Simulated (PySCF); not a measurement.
# Computed spin Hamiltonian

C6H7FNS (doublet state).
Numbering: `[F:1][C:2](=[C:3]=[S:4])[CH:5][NH:6][CH:7]1[CH2:8][CH2:9]1` (hydrogens: H10 on C5; H11 on N6; H12 on C7; H13, H14 on C8; H15, H16 on C9)

Structure used (GFN2-xTB), in Å, numbered top down from 1:
```
atom  x, y, z in Å
F1     3.229    0.978   -1.930
C2     2.512    0.302   -0.979
C3     3.197   -0.537   -0.134
S4     2.770   -1.493    1.079
C5     1.157    0.564   -0.983
N6     0.300    0.003   -0.141
C7    -1.096    0.243   -0.097
C8    -1.791    0.209    1.234
C9    -2.014   -0.896    0.246
H10    0.767    1.265   -1.711
H11    0.686   -0.654    0.537
H12   -1.417    0.967   -0.835
H13   -2.586    0.916    1.412
H14   -1.193   -0.005    2.106
H15   -1.566   -1.856    0.449
H16   -2.963   -0.955   -0.264
```

The hyperfine couplings belong to this conformer and change with its torsions.

Level of theory: UKS B3LYP, pcH-1 on C F H N S, non-relativistic, mean-field spin-orbit, GIAO in PySCF 2.14.0. Geometry: GFN2-xTB, one conformer, isolated molecule. Couplings are sensitive to structure, and on GFN2-xTB geometries they can be far from those on DFT ones. The SCF solution wasn't tested for stability.

| Property | Result |
| --- | --- |
| g1, g2, g3 | 1.99124, 2.00228, 2.00855 |
| g_iso | 2.00069 |
| Form of g | rhombic: the two nearest values differ by 36 % of g3 − g1 |
| ⟨S²⟩ | 0.7566 (exact 0.7500) |
| HOMO–LUMO gap, α and β orbitals | 3.02, 3.71 eV |

Isotropic coupling and dipolar principal values T1 to T3, in MHz; ρ(0) is the spin density at the nucleus:

```csv
atom,isotope,a_iso,of which spin–orbit,T1,T2,T3,Mulliken spin population,ρ(0) (bohr⁻³)
F1,19F,78.3,0.1,-26.4,-17.0,43.4,0.01,0.0186
C2,13C,7.2,-0.1,-10.5,-6.9,17.5,-0.01,0.0065
C3,13C,287.9,-0.7,-56.8,-48.4,105.3,0.63,0.2567
S4,33S,17.0,-0.4,-35.8,-32.0,67.9,0.35,0.0506
C5,13C,27.8,0.1,-3.9,-1.4,5.3,0.00,0.0246
N6,14N,-0.6,0.0,-2.8,0.6,2.2,-0.01,-0.0019
C7,13C,1.7,0.0,-0.2,-0.1,0.3,0.00,0.0015
C8,13C,-0.9,0.0,-0.4,0.0,0.4,0.00,-0.0008
C9,13C,-0.9,0.0,-0.4,0.0,0.4,0.00,-0.0008
H10,1H,28.3,0.0,-1.9,-0.8,2.7,0.01,0.0063
H11,1H,-2.1,0.0,-6.5,-1.4,7.9,0.02,-0.0005
H12,1H,0.4,0.0,-0.6,-0.5,1.1,0.00,0.0001
H13,1H,-0.3,0.0,-0.3,-0.3,0.6,0.00,-0.0001
H14,1H,0.1,0.0,-0.8,-0.7,1.5,0.00,0.0000
H15,1H,0.1,0.0,-0.8,-0.7,1.5,0.00,0.0000
H16,1H,-0.3,0.0,-0.3,-0.3,0.6,0.00,-0.0001
```

The Mulliken spin populations are largest on C3 (+0.63) and S4 (+0.35).

The SMILES `FC(=C=S)[CH]NC1CC1` draws the unpaired electron on C5, whose computed spin population is only 0.00.

Under fast tumbling the dipolar parts average out, and these isotropic splittings remain: 1 × 19F (F1, I = 1/2, 2 lines) with 2.79 mT, 1 × 1H (H10, I = 1/2, 2 lines) with 1.01 mT and 1 × 1H (H11, I = 1/2, 2 lines) with 0.08 mT.

The 13C coupling of C3 (287.9 MHz) shows only in satellite lines or after enrichment, since that isotope makes up about 1.07 % of natural carbon.

The 33S coupling of S4 (17.0 MHz) shows only in satellite lines or after enrichment, since that isotope makes up about 0.76 % of natural sulfur.

β density exceeds α density at some nuclei, such as N6 (-0.0019), spin density in bohr⁻³. In a single determinant that takes different orbitals for the two spins, that is spin polarisation.

Time: 3.4 min of wall time (with the writing of density and orbital grids); peak memory 1.1 GiB. Hardware: one thread of an Arm Neoverse N1 (shared host).
